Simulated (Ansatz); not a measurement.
Geometry optimisation, Ansatz, RKS revPBE/def2-SVP.

The input (input.yaml):

```yaml
crystal:
  periodic: [false, false, false]
  atoms:
    - { symbol: Br, position_ang: [-0.4494, -3.3427, 0.8042] }
    - { symbol: Al, position_ang: [-0.4296, -1.2156, -0.3404] }
    - { symbol: O, position_ang: [-1.1313, 0.4689, -0.6873] }
    - { symbol: Si, position_ang: [0.5092, 0.9272, -0.0179] }
    - { symbol: H, position_ang: [1.3045, 1.4785, -1.0741] }
    - { symbol: H, position_ang: [0.2388, 1.6198, 1.2694] }
basis:
  gaussian: { orbitals: def2-SVP }
hamiltonian:
  xc: revpbe
relax:
  f_tol: 0.02
  max_steps: 50
output:
  orbitals: {}
```

Run as:

```bash
$ ansatz run input.yaml --threads 2 --pin off --max-ram 3072MiB --backend cpu --events-out ev --progress --plain --runs-dir out
```

**Question.** Where does it end, and by what steps?

**Answer.** The run converged. After 6 steps the energy has fallen by 0.887 eV; Al2 moved furthest, 0.59 Å.

```json
{"step": "0", "energy less start (eV)": "0.0000", "largest force component (eV/Å)": "2.067", "accepted": "yes"}
{"step": "1", "energy less start (eV)": "-0.5999", "largest force component (eV/Å)": "1.119", "accepted": "yes"}
{"step": "2", "energy less start (eV)": "-0.7998", "largest force component (eV/Å)": "0.806", "accepted": "yes"}
{"step": "3", "energy less start (eV)": "-0.8672", "largest force component (eV/Å)": "0.370", "accepted": "yes"}
{"step": "4", "energy less start (eV)": "-0.8807", "largest force component (eV/Å)": "0.208", "accepted": "yes"}
{"step": "5", "energy less start (eV)": "-0.8813", "largest force component (eV/Å)": "0.187", "accepted": "yes"}
{"step": "6", "energy less start (eV)": "-0.8871", "largest force component (eV/Å)": "0.010", "accepted": "yes"}
```

```xyz
6
Properties=species:S:1:pos:R:3
Br -0.781 -3.438 0.331
Al -0.142 -1.271 0.175
O -1.015 0.135 -0.469
Si 0.454 0.950 -0.008
H 1.231 1.566 -1.145
H 0.294 1.995 1.069
```

Time of the run: 9.9 s on 2 threads of Intel(R) Xeon(R) Platinum 8488C (Sapphire Rapids), with other jobs on the host, peak memory 0.17 GiB.
